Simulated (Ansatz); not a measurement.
```yaml
crystal:
  periodic: [false, false, false]
  atoms:
    - {symbol: B, position_ang: [-0.447688, 1.046325, -1.374139]}
    - {symbol: Si, position_ang: [-0.003953, 1.266928, 0.842603]}
    - {symbol: C, position_ang: [0.773013, -0.715066, 0.853585]}
    - {symbol: Si, position_ang: [-0.298821, -1.175891, -0.927180]}
    - {symbol: H, position_ang: [-0.593537, 1.834785, -2.438399]}
    - {symbol: H, position_ang: [-1.467212, 1.307494, 1.653708]}
    - {symbol: H, position_ang: [0.973463, 2.467392, 1.470582]}
    - {symbol: H, position_ang: [0.593539, -1.408743, 1.841189]}
    - {symbol: H, position_ang: [1.975145, -0.685306, 0.611792]}
    - {symbol: H, position_ang: [0.401888, -2.278166, -1.968734]}
    - {symbol: H, position_ang: [-1.832478, -1.723593, -0.541933]}
basis:
  gaussian: {orbitals: def2-mTZVPP}
total_charge: 4
hamiltonian: {xc: {name: wPBEh}}
accuracy: high
output: {forces: true}
```

```sh
$ ansatz run in.yaml --threads 2 --pin off --events-out ev --progress --plain --max-ram 4352MiB
```

Output, abridged:

```
Functional definition: wPBEh
2731 factors; integrals over basis functions are off by at most 1.5e-8 eV
123 factors; integrals over basis functions are off by at most 2.3e-9 eV
mean field evaluation 1: about -17454.5605 eV, gradient 1.3e2 eV
mean field evaluation 2: about -17282.3252 eV, gradient 1.4e2 eV
mean field evaluation 4: about -17466.2042 eV, gradient 8.6e1 eV
mean field evaluation 8: about -17499.3309 eV, gradient 1.4e1 eV
mean field evaluation 16: about -17500.4519 eV, gradient 1.2e-1 eV
mean field evaluation 32: about -17500.4520 eV, gradient 7.0e-5 eV
mean field -17500.45197211 eV, -643.1297477426 hartree, gradient 4.7e-8 eV, S^2 0.000000; 8 other end points of the search recorded, 0 dependent functions left out
reference -17500.45197714 eV, -643.1297479276 hartree; 21, 21 occupied and 106, 106 virtual orbitals, 2731 factors
Total energy: -17500.45197714 eV, -643.1297479276 hartree
Atom 0 at    -0.447688     1.046325    -1.374139 Å, force    -1.253140     3.268677    -4.305496 eV/Å
Atom 1 at    -0.003953     1.266928     0.842603 Å, force    -2.511894     0.566456     2.186581 eV/Å
Atom 2 at     0.773013    -0.715066     0.853585 Å, force     4.961479    -2.586335     2.745346 eV/Å
Atom 3 at    -0.298821    -1.175891    -0.927180 Å, force    -2.793835    -1.839198     0.438417 eV/Å
Atom 4 at    -0.593537     1.834785    -2.438399 Å, force     0.123595    -1.299103     1.774076 eV/Å
Atom 5 at    -1.467212     1.307494     1.653708 Å, force     0.717772    -0.210637    -1.337104 eV/Å
Atom 6 at     0.973463     2.467392     1.470582 Å, force     0.813014    -0.692048    -0.511825 eV/Å
Atom 7 at     0.593539    -1.408743     1.841189 Å, force     0.341093     1.269577    -1.804163 eV/Å
Atom 8 at     1.975145    -0.685306     0.611792 Å, force    -2.249607    -0.254296     0.720048 eV/Å
Atom 9 at     0.401888    -2.278166    -1.968734 Å, force     0.963413     0.565916     0.396667 eV/Å
Atom 10 at    -1.832478    -1.723593    -0.541933 Å, force     0.888109     1.210990    -0.302547 eV/Å
Dipole moment:     0.075477     0.180058    -0.259795 e Å
```

Something in this input is off. What?

The charge is far from anything that the molecule holds. The run converged. The result belongs to that input, not to the molecule as meant.
